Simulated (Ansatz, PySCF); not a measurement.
Species: SrF2 (charge 0, singlet). 
Geometry from a B3LYP-D3(BJ)/def2-TZVP (Ansatz, a first-principles code) optimisation:
SMILES: [F][Sr][F]
```xyz
3

Sr     0.2145    -0.1109    -0.1638
F     -0.6824     1.6736    -0.9291
F     -0.2233    -1.2053     1.6209
```

Dipole moments at this geometry, in debye (magnitudes).

```json
[
 {"level": "B3LYP/def2-TZVPD", "program": "Ansatz", "dipole (D)": "6.20"},
 {"level": "PW6B95/def2-TZVPD", "program": "PySCF", "dipole (D)": "[?]"},
 {"level": "wB97M-V/def2-TZVPD", "program": "Ansatz", "dipole (D)": "6.31"},
 {"level": "wB97X-V/def2-TZVPD", "program": "Ansatz", "dipole (D)": "6.32"},
 {"level": "CCSD(T)/def2-SVPD", "program": "Ansatz", "dipole (D)": "[?]"}
]
```

What belongs in the gaps?


- PW6B95/def2-TZVPD, dipole (D): 6.25
- CCSD(T)/def2-SVPD, dipole (D): 6.52
